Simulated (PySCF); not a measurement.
cyclohexasilane (H₁₂Si₆), SMILES [SiH2]1[SiH2][SiH2][SiH2][SiH2][SiH2]1.

Coordinates come from a B3LYP-D3(BJ)/def2-SVP optimisation.

Method: B3LYP/def2-TZVP in PySCF.

Isolated molecule, no solvent.

The total energy comes out as -1744.36348 hartree. The point group comes out as D3d, the highest occupied level is -7.54 eV and the lowest empty level comes out as -0.93 eV. The orbital gap is 6.60 eV, the dipole moment comes out as 0.000 e·Å and the quadrupole, principal values (traceless, Buckingham form, about the centre of nuclear charge) is -0.22, -0.22, 0.44 D·Å.
